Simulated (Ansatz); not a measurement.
Start from `CC[O][GeH]([O]C)[O]C` and change one atom or group to get `C[O][GeH]([SH])[O]C`.

Ansatz, PBE0-D4/def2-TZVP geometries, multiplicity 1. Each molecule was computed in one conformer, which needn't be the lowest.

Scalar relativity is left out up to krypton.

```tsv
property	`CC[O][GeH]([O]C)[O]C`
HOMO–LUMO gap (PBE0/def2-TZVPP) / eV	8.78
size of the dipole moment (ωB97M-V/def2-TZVPP) / D	1.20
HOMO energy (ωB97M-V/def2-TZVPP) / eV	-10.34
HOMO–LUMO gap (ωB97M-V/def2-TZVPP) / eV	12.90
LUMO energy (PBE0/def2-TZVPP) / eV	0.85
HOMO–LUMO gap (B3LYP/def2-TZVPP) / eV	8.20
```

(1) What does the change do to each property? (Estimate.)

## Answers

(1) The calculation gave: 
| property | `C[O][GeH]([SH])[O]C` | shift |
| --- | --- | --- |
| HOMO–LUMO gap (PBE0/def2-TZVPP) / eV | 7.82 | -0.96 |
| size of the dipole moment (ωB97M-V/def2-TZVPP) / D | 1.28 | 0.08 |
| HOMO energy (ωB97M-V/def2-TZVPP) / eV | -9.88 | 0.46 |
| HOMO–LUMO gap (ωB97M-V/def2-TZVPP) / eV | 12.02 | -0.88 |
| LUMO energy (PBE0/def2-TZVPP) / eV | 0.18 | -0.67 |
| HOMO–LUMO gap (B3LYP/def2-TZVPP) / eV | 7.25 | -0.95 |

With PBE0 the HOMO rises by 0.27 eV and the LUMO falls by 0.67 eV, so the gap narrows by about 0.94 eV. PBE moves the HOMO by 0.02 eV and ωB97M-V by 0.46 eV. Dipoles are sizes alone; their direction can turn.

B3LYP here is the variant with VWN-RPA as its local correlation; programs differ in this.
